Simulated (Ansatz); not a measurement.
`[NH2][Ge]([NH2])([NH2])[F]` and `NC(N)(N)F` differ in one element.

Ansatz, PBE0-D4/def2-TZVP geometries, multiplicity 1. Each molecule was computed in one conformer, which needn't be the lowest.

Scalar relativity is left out up to krypton.

```json
{"property": "HOMO–LUMO gap (PBE/def2-TZVPP) / eV", "`[NH2][Ge]([NH2])([NH2])[F]`": "5.19"}
{"property": "HOMO–LUMO gap (ωB97M-V/def2-TZVPP) / eV", "`[NH2][Ge]([NH2])([NH2])[F]`": "11.39"}
{"property": "LUMO energy (B3LYP/def2-TZVPP) / eV", "`[NH2][Ge]([NH2])([NH2])[F]`": "-0.11"}
{"property": "size of the dipole moment (ωB97M-V/def2-TZVPP) / D", "`[NH2][Ge]([NH2])([NH2])[F]`": "2.52"}
{"property": "size of the dipole moment (B3LYP/def2-TZVPP) / D", "`[NH2][Ge]([NH2])([NH2])[F]`": "2.53"}
{"property": "HOMO energy (ωB97M-V/def2-TZVPP) / eV", "`[NH2][Ge]([NH2])([NH2])[F]`": "-9.66"}
```

(1) What does the change do to each property? (An estimate is asked.)

Results:

(1) Ansatz gave: 
| property | `NC(N)(N)F` | shift |
| --- | --- | --- |
| HOMO–LUMO gap (PBE/def2-TZVPP) / eV | 5.42 | 0.23 |
| HOMO–LUMO gap (ωB97M-V/def2-TZVPP) / eV | 11.57 | 0.18 |
| LUMO energy (B3LYP/def2-TZVPP) / eV | 0.42 | 0.53 |
| size of the dipole moment (ωB97M-V/def2-TZVPP) / D | 2.17 | -0.35 |
| size of the dipole moment (B3LYP/def2-TZVPP) / D | 2.17 | -0.36 |
| HOMO energy (ωB97M-V/def2-TZVPP) / eV | -9.41 | 0.25 |

With PBE0 the HOMO rises by 0.30 eV and the LUMO rises by 0.53 eV, so the gap widens by about 0.23 eV. PBE moves the HOMO by 0.35 eV and ωB97M-V by 0.25 eV. Dipoles are sizes alone; their direction can turn.

B3LYP here is the variant with VWN-RPA as its local correlation; programs differ in this.
